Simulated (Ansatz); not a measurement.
Species: (2S)-2-chlorohexane, C6H13Cl, net charge 0, singlet state. SMILES: CCCC[C@H](C)Cl
Coordinates optimised at B3LYP-D3(BJ)/def2-TZVP (Ansatz, a first-principles code):
```
C
H 1 1.0940
H 1 1.0965 2 106.49
C 1 1.5195 2 108.78 3 -114.69
H 4 1.0898 1 110.16 2 -173.89
C 4 1.5158 5 110.49 1 126.03
H 6 1.0891 4 111.24 5 56.68
H 6 1.0907 7 108.47 4 -121.98
H 6 1.0930 7 108.50 8 -117.56
C 1 1.5243 2 110.17 3 118.32
H 10 1.0925 1 109.34 2 63.83
H 10 1.0959 11 106.32 1 -117.85
C 10 1.5267 11 109.50 12 -118.01
H 13 1.0948 10 109.09 11 -64.08
H 13 1.0951 14 106.12 10 117.79
C 13 1.5258 14 109.53 15 118.18
H 16 1.0914 13 111.49 14 -58.07
H 16 1.0925 17 107.80 13 -122.08
H 16 1.0927 17 107.76 18 -115.80
Cl 4 1.8309 5 103.75 1 -117.68
```
Charge 0, spin multiplicity 1.

Quantity: vertical ionisation energy (to the doublet state of charge +1; each state is the SCF solution reached for its spin), in eV. Correlated levels leave the core frozen unless marked. UHF or UKS for open shells. Spin-orbit coupling is left out. No relativistic terms. 

| level | program | vertical ionisation energy (eV) |
|---|---|---|
| HF/aug-cc-pV(D+d)Z | Ansatz | 9.69 |
| HF/aug-cc-pV(T+d)Z | Ansatz | 9.63 |
| SVWN5/def2-TZVPD | Ansatz | 9.78 |
| PBE/def2-TZVPD | Ansatz | 9.68 |
| B3LYP/def2-TZVPD | Ansatz | 10.18 |
| PBE0/def2-TZVPD | Ansatz | 10.23 |
| BHLYP/def2-TZVPD | Ansatz | 10.50 |
| wB97M-V/def2-TZVPD | Ansatz | 10.62 |
| wB97X-V/def2-TZVPD | Ansatz | 10.65 |
| B2PLYP/def2-TZVPD | Ansatz | 10.51 |
| RI-MP2/aug-cc-pV(T+d)Z | Ansatz | 10.91 |
| SCS-MP2/aug-cc-pV(D+d)Z | Ansatz | 10.73 |
| CCSD/aug-cc-pV(D+d)Z | Ansatz | 10.56 |
| CCSD(T)/aug-cc-pV(D+d)Z | Ansatz | 10.57 |
